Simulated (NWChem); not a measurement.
System: CH4AlFO; SMILES [CH3][Al]([OH])[F]

The following NWChem deck was run.

```
start job
memory heap 200 mb stack 900 mb global 1100 mb
geometry units angstroms noautoz
  Al     0.017532    -0.043868    -0.084710
  F     -1.298091    -0.975360    -0.517369
  C     -0.112503     1.880670    -0.002286
  H     -0.401292     2.298302    -0.980369
  H      0.842393     2.337215     0.298223
  H     -0.885505     2.192839     0.718463
  O      1.466880    -0.845851     0.278435
  H      1.600273    -1.794674     0.257518
end
basis spherical
  Al library def2-svp
  F library def2-svp
  C library def2-svp
  H library def2-svp
  O library def2-svp
end
dft
  xc bhlyp
  iterations 150
end
tddft
  nroots 8
end
task tddft energy
```

Parts of the log:

```
             Northwest Computational Chemistry Package (NWChem) 7.3.0
             --------------------------------------------------------

 CS  symmetry detected

                             Geometry "geometry" -> ""
                             -------------------------

 Output coordinates in angstroms (scale by  1.889725989 to convert to a.u.)

  No.       Tag          Charge          X              Y              Z
 ---- ---------------- ---------- -------------- -------------- --------------
    1 Al                  13.0000    -0.00504827    -0.04881187     0.00000000
    2 F                    9.0000    -1.43761085    -0.90525772     0.00000000
    3 C                    6.0000    -0.00243093     1.88187259     0.00000000
    4 H                    1.0000    -0.52755768     2.27658704    -0.88481846
    5 H                    1.0000     1.02167142     2.28409110     0.00000000
    6 H                    1.0000    -0.52755768     2.27658704     0.88481846
    7 O                    8.0000     1.44239072    -0.93231683     0.00000000
    8 H                    1.0000     1.51302901    -1.88809219     0.00000000

 Effective nuclear repulsion energy (a.u.)     156.3742546822

      Symmetry information
      --------------------

 Group name             Cs
 Group number              2
 Group order               2
 No. of unique centers     7

                                 NWChem DFT Module
                                 -----------------

 Summary of "ao basis" -> "ao basis" (spherical)
 ------------------------------------------------------------------------------
       Tag                 Description            Shells   Functions and Types
 ---------------- ------------------------------  ------  ---------------------
 Al                         def2-svp                 8       18   4s3p1d
 F                          def2-svp                 6       14   3s2p1d
 C                          def2-svp                 6       14   3s2p1d
 H                          def2-svp                 3        5   2s1p
 O                          def2-svp                 6       14   3s2p1d

      Symmetry analysis of basis
      --------------------------

        a'         56
        a"         24

[...]

                                NWChem TDDFT Module
                                -------------------

            General Information
            -------------------
           No. of orbitals :     160
            Alpha orbitals :      80
             Beta orbitals :      80
        Alpha frozen cores :       0
         Beta frozen cores :       0
     Alpha frozen virtuals :       0
      Beta frozen virtuals :       0
         Spin multiplicity :       1
    Number of AO functions :      80
        Use of symmetry is : off
      Symmetry adaption is : on
         Schwarz screening :  0.10D-07

              XC Information
              --------------
                 BHLYP Method XC Functional
              Hartree-Fock (Exact) Exchange   0.50
                 Slater Exchange Functional   0.50 local
             Becke 1988 Exchange Functional   0.50 non-local
       Lee-Yang-Parr Correlation Functional   1.00

             TDDFT Information
             -----------------
          Calculation type : TDDFT
         Wavefunction type : Restricted singlets & triplets
          No. of electrons :      40
           Alpha electrons :      20
            Beta electrons :      20
              No. of roots :       8
          Max subspacesize :    5600
            Max iterations :     100
               Target root :       1
           Target symmetry : none
      Symmetry restriction : off
                 Algorithm : Optimal
        Davidson threshold :  0.10D-03

    8 smallest eigenvalue differences (eV)
--------------------------------------------------------
  No. Spin  Occ  Vir  Irrep   E(Occ)    E(Vir)   E(Diff)
--------------------------------------------------------
    1    1   20   21 a'       -0.374     0.023    10.804
    2    1   20   22 a"       -0.374     0.040    11.262
    3    1   19   21 a"       -0.395     0.023    11.383
    4    1   18   21 a'       -0.410     0.023    11.786
    5    1   19   22 a'       -0.395     0.040    11.841
    6    1   18   22 a"       -0.410     0.040    12.244
    7    1   20   23 a'       -0.374     0.106    13.061
    8    1   17   21 a'       -0.461     0.023    13.190
--------------------------------------------------------

  Entering Davidson iterations
  Restricted singlet excited states

  Iter   NTrls   NConv    DeltaV     DeltaE      Time
  ----  ------  ------  ---------  ---------  ---------
    1      8       0     0.32E+00   0.10+100        9.7
    2     24       0     0.50E-01   0.28E-01       14.4
    3     40       0     0.33E-01   0.27E-02       14.4
    4     56       0     0.38E-01   0.56E-02       14.5
    5     72       0     0.16E-01   0.18E-02       14.6
    6     88       0     0.73E-02   0.32E-03        9.1
    7    104       5     0.26E-02   0.58E-04        9.8
    8    110       6     0.79E-03   0.41E-05        6.6
    9    114       7     0.25E-03   0.29E-06        5.0
   10    116       8     0.85E-04   0.18E-07        4.1
  ----  ------  ------  ---------  ---------  ---------
  Convergence criterion met

  Ground state a'       -457.808784950922 a.u.

[...]
```

Level: BHandHLYP/def2-SVP, full TDDFT. Structure relaxed at the PBE0/def2-SVP level.
